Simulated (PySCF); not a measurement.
Numbering as in the mapped SMILES `[SiH3:1][SiH2:2][Si@@H:3]([SiH3:4])[PH2:5]`. Hydrogens are named by the atom that carries them. Ha(Si2) is pro-R; Hb(Si2) is pro-S.

Method: σ from GIAO-PBE0/pcSseg-1, geometry: GFN2-xTB, in PySCF 2.14.0 with density-fitted response routines (one computed conformer, no relativistic terms, no solvent model, fast rotation and ring inversion assumed for equivalent nuclei).

Shifts are taken against calculated references (same method and geometry level): TMS for ¹H (σ = 31.72 ppm) and ²⁹Si (σ = 349.16 ppm); H3PO4 for ³¹P (σ = 318.38 ppm).

```json
{"atoms": "P5", "nucleus": "³¹P", "count": "1", "δ (ppm)": "?"}
{"atoms": "Ha(Si2)", "nucleus": "¹H", "count": "1", "δ (ppm)": "?"}
{"atoms": "Hb(Si2)", "nucleus": "¹H", "count": "1", "δ (ppm)": "3.68"}
{"atoms": "Si1", "nucleus": "²⁹Si", "count": "1", "δ (ppm)": "-119.2"}
{"atoms": "Si2", "nucleus": "²⁹Si", "count": "1", "δ (ppm)": "-123.1"}
{"atoms": "H(Si4)", "nucleus": "¹H", "count": "3", "δ (ppm)": "3.61"}
{"atoms": "Si3", "nucleus": "²⁹Si", "count": "1", "δ (ppm)": "-102.6"}
{"atoms": "H(P5)", "nucleus": "¹H", "count": "2", "δ (ppm)": "0.96"}
{"atoms": "Si4", "nucleus": "²⁹Si", "count": "1", "δ (ppm)": "-104.7"}
{"atoms": "H(Si1)", "nucleus": "¹H", "count": "3", "δ (ppm)": "?"}
{"atoms": "H(Si3)", "nucleus": "¹H", "count": "1", "δ (ppm)": "4.09"}
```

**Question.** Complete the table.

**Answer.** 
- Ha(Si2): 3.53 ppm, hydrogen on a silicon bonded to 2 Si
- H(Si1): 3.48 ppm, hydrogen on a silicon bonded to Si
- P5: -297.7 ppm, phosphorus bonded to Si, 2 H

Experimental scales use liquid or dissolved standards, which lie at an offset from isolated H3PO4.
